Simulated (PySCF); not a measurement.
CH7ClN2Si.

```xyz
12

N     -2.2283    -1.2344     0.7420
C     -1.5226    -0.3379    -0.1839
Si     0.2223     0.0970     0.3833
N      1.1105    -1.3740     0.5586
Cl     1.0606     1.4443    -1.0022
H     -2.3911    -0.7643     1.6334
H     -1.6379    -2.0388     0.9594
H     -2.1128     0.5820    -0.3332
H     -1.4704    -0.8061    -1.1842
H      0.2455     0.7621     1.7123
H      1.9482    -1.3823     1.1341
H      1.2368    -1.9766    -0.2511
```

Geometry: B3LYP-D3(BJ)/def2-SVP. The structure was generated by enumeration; whether it is a known compound was not checked. The values are those of a single conformer.

All values below come from PBE/pcSseg-1 (PySCF). Non-relativistic, no solvent.

Computed absolute GIAO shielding of each atom: isotropic value and principal components (ppm):
```json
[
 {"atom": "N1", "σ(iso)": "237.3", "σ11": "195.8", "σ22": "243.6", "σ33": "272.6", "span": "76.8"},
 {"atom": "C2", "σ(iso)": "142.7", "σ11": "115.0", "σ22": "133.6", "σ33": "179.5", "span": "64.5"},
 {"atom": "Si3", "σ(iso)": "340.4", "σ11": "299.4", "σ22": "328.0", "σ33": "393.7", "span": "94.4"},
 {"atom": "N4", "σ(iso)": "228.9", "σ11": "212.1", "σ22": "223.1", "σ33": "251.5", "span": "39.4"},
 {"atom": "Cl5", "σ(iso)": "846.1", "σ11": "722.7", "σ22": "829.6", "σ33": "986.2", "span": "263.5"},
 {"atom": "H6", "σ(iso)": "31.3", "σ11": "24.8", "σ22": "28.7", "σ33": "40.5", "span": "15.7"},
 {"atom": "H7", "σ(iso)": "30.9", "σ11": "23.7", "σ22": "30.0", "σ33": "38.9", "span": "15.2"},
 {"atom": "H8", "σ(iso)": "28.7", "σ11": "24.0", "σ22": "29.2", "σ33": "33.0", "span": "9.0"},
 {"atom": "H9", "σ(iso)": "28.8", "σ11": "24.2", "σ22": "29.2", "σ33": "33.1", "span": "8.9"},
 {"atom": "H10", "σ(iso)": "26.3", "σ11": "22.8", "σ22": "24.8", "σ33": "31.4", "span": "8.6"},
 {"atom": "H11", "σ(iso)": "30.1", "σ11": "23.8", "σ22": "26.0", "σ33": "40.6", "span": "16.7"},
 {"atom": "H12", "σ(iso)": "30.7", "σ11": "24.8", "σ22": "26.9", "σ33": "40.5", "span": "15.6"}
]
```
